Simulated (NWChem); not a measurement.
System meant: TeO, triplet; SMILES O=[Te]

The following NWChem deck was run.

```
start job
memory heap 200 mb stack 900 mb global 1100 mb
geometry units angstroms noautoz
  O      0.000000     0.000000    -1.587101
  Te     0.000000     0.000000     0.263563
end
basis spherical
  O library def2-svp
  Te library def2-svp
end
ecp
  Te library def2-ecp
end
dft
  odft
  mult 3
  xc xpbe96 cpbe96
  iterations 4
  mulliken
end
task dft energy
```

End of the output:

```
     --------------------------
     Expectation value of S2:
     --------------------------
      <S2> =      2.0024 (Exact =     2.0000)

 center of mass
 --------------
 x =   0.00000000 y =   0.00000000 z =   0.08290323

 moments of inertia (a.u.)
 ------------------
         174.183130843371           0.000000000000           0.000000000000
           0.000000000000         174.183130843371           0.000000000000
           0.000000000000           0.000000000000           0.000000000000

     Multipole analysis of the density
     ---------------------------------

     L   x y z        total         alpha         beta         nuclear
     -   - - -        -----         -----         ----         -------
     0   0 0 0     -0.000000    -17.000000    -15.000000     32.000000

     1   1 0 0      0.000000     -0.000000      0.000000      0.000000
     1   0 1 0     -0.000000      0.000000     -0.000000      0.000000
     1   0 0 1      0.797121      7.612398      6.241115    -13.056392

     2   2 0 0    -22.854737    -13.608772     -9.245966      0.000000
     2   1 1 0      0.000000      0.000000      0.000000      0.000000
     2   1 0 1     -0.000000      0.000000     -0.000000      0.000000
     2   0 2 0    -22.854737    -13.608772     -9.245966      0.000000
     2   0 1 1     -0.000000     -0.000000     -0.000000      0.000000
     2   0 0 2    -23.929705    -56.450698    -46.190631     78.711623

 ------------------------------------------------------------------------
 dft energy failed                                                                                  0
 ------------------------------------------------------------------------
 ------------------------------------------------------------------------
  current input line :
    21: task dft energy
 ------------------------------------------------------------------------
 ------------------------------------------------------------------------
 This type of error is most commonly associated with calculations not reaching convergence criteria
 ------------------------------------------------------------------------
 For more information see the NWChem manual at https://nwchemgit.github.io

0:dft energy failed:Received an Error in Communication
```

Task: What is wrong, and how is it mended?

Result: The run did not converge; its last values are not results. Cause: the SCF was allowed too few iterations. This input runs:
```
start job
memory heap 200 mb stack 900 mb global 1100 mb
geometry units angstroms noautoz
  O      0.000000     0.000000    -1.587101
  Te     0.000000     0.000000     0.263563
end
basis spherical
  * library def2-svp
end
ecp
  Te library def2-ecp
end
dft
  odft
  mult 3
  xc xpbe96 cpbe96
  iterations 150
  mulliken
end
task dft energy
```
It converges to -343.04190 Ha (PBE/def2-SVP with def2 effective core potentials on Te, spin-unrestricted).
